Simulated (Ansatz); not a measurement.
```yaml
crystal:
  periodic: [false, false, false]
  atoms:
    - {symbol: Si, position_ang: [-0.745396, 2.466347, 0.421740]}
    - {symbol: P, position_ang: [-0.552216, 0.722536, 1.604195]}
    - {symbol: Ga, position_ang: [1.086849, -0.375792, 0.306930]}
    - {symbol: Si, position_ang: [0.716986, -2.520026, -0.599665]}
    - {symbol: H, position_ang: [-0.775361, 2.124486, -1.321462]}
    - {symbol: H, position_ang: [0.407961, 3.465672, 0.620327]}
    - {symbol: H, position_ang: [-2.099506, 2.982702, 0.525687]}
    - {symbol: H, position_ang: [2.354524, 0.617383, 0.005648]}
    - {symbol: H, position_ang: [2.304524, 0.617383, 0.005648]}
    - {symbol: H, position_ang: [0.581908, -2.630874, -2.195391]}
    - {symbol: H, position_ang: [1.741537, -3.520993, -0.245771]}
    - {symbol: H, position_ang: [-0.730464, -3.265633, -0.136608]}
basis:
  gaussian: {orbitals: def2-TZVP}
hamiltonian: {xc: {name: PBE}, pseudopotentials: {relativity: scalar}}
output: {forces: true}
```

```sh
$ ansatz run in.yaml --threads 4 --pin off --events-out ev --progress --plain --max-ram 10444MiB
```

Output, abridged:

```
Functional definition: PBE
1494 factors; their error is unknown
mean field evaluation 1: about -77737.6753 eV, gradient 5.9e1 eV
mean field evaluation 2: about -77661.8357 eV, gradient 1.5e2 eV
mean field evaluation 4: about -77743.2232 eV, gradient 2.3e1 eV
mean field evaluation 8: about -77745.3228 eV, gradient 3.4e-1 eV
mean field evaluation 16: about -77745.4178 eV, gradient 5.9e-4 eV
mean field -77745.41780895 eV, -2857.0914067420 hartree, gradient 4.4e-5 eV, S^2 0.000000; 1 other end points of the search recorded, 0 dependent functions left out
reference -77745.41786304 eV, -2857.0914087298 hartree; 41, 41 occupied and 166, 166 virtual orbitals, 1494 factors
Total energy: -77745.41786304 eV, -2857.0914087298 hartree
Relativity: scalar
Atom 0 at    -0.745396     2.466347     0.421740 Å, force     1.258708     0.437945    -3.529024 eV/Å
Atom 1 at    -0.552216     0.722536     1.604195 Å, force     1.340205    -2.354400     0.021237 eV/Å
Atom 2 at     1.086849    -0.375792     0.306930 Å, force    -5.054555    -1.047711     2.552182 eV/Å
Atom 3 at     0.716986    -2.520026    -0.599665 Å, force    -1.868800    -1.873532    -1.540750 eV/Å
Atom 4 at    -0.775361     2.124486    -1.321462 Å, force     0.221550     0.583393     2.163083 eV/Å
Atom 5 at     0.407961     3.465672     0.620327 Å, force    -0.635745    -0.055367    -0.144074 eV/Å
Atom 6 at    -2.099506     2.982702     0.525687 Å, force    -0.609443     0.539052     0.389878 eV/Å
Atom 7 at     2.354524     0.617383     0.005648 Å, force  5737.750484     2.035311    -0.928984 eV/Å
Atom 8 at     2.304524     0.617383     0.005648 Å, force -5734.819877     0.183120    -0.188067 eV/Å
Atom 9 at     0.581908    -2.630874    -2.195391 Å, force     0.256834     0.397769     1.342931 eV/Å
Atom 10 at     1.741537    -3.520993    -0.245771 Å, force     0.384354    -0.152330     0.146781 eV/Å
Atom 11 at    -0.730464    -3.265633    -0.136608 Å, force     1.776285     1.306751    -0.285192 eV/Å
Dipole moment:     0.842606    -0.286818    -0.269567 e Å
```

Q: Something in this input is off. What?

A: One atom was put on top of another. The calculation finished and met its thresholds. The result belongs to that input, not to the molecule as meant.
